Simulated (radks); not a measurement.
Charge is removed step by step from the 2p3/2 level of Zn17+, starting from [He] 2s2 2p(1/2: 2, 3/2: 4) 3s2 3p1. Calculated with a radial shooting solver on a logarithmic mesh with Libxc functionals: Dirac Kohn-Sham, PBE, spin-unpolarised, spherical densities, point nucleus; open shells fill j = l - 1/2 first.

removed (e)	E - E(0) (eV)	eigenvalue (eV)	E minus straight line (eV)
0	0.000	-1624.7	0.000
0.1	163.03	-1635.8	-5.018
0.2	327.16	-1646.9	-8.928
0.3	492.41	-1658.0	-11.727
0.4	658.77	-1669.2	-13.413
0.5	826.24	-1680.3	-13.982
0.6	994.84	-1691.5	-13.433
0.7	1164.6	-1702.8	-11.763
0.8	1335.4	-1714.0	-8.970
0.9	1507.4	-1725.3	-5.049
1	1680.5	-1736.6	0.000

Removing the whole electron costs 1680.5 eV by Delta-SCF, against 1624.7 eV from minus the eigenvalue at the starting occupation. Slater's transition state (half an electron removed) gives 1680.3 eV. Integrating minus the eigenvalue over the occupation (Janak's theorem) gives 1680.5 eV. The mean slope of the eigenvalue, de/dn, is 112 eV per electron.
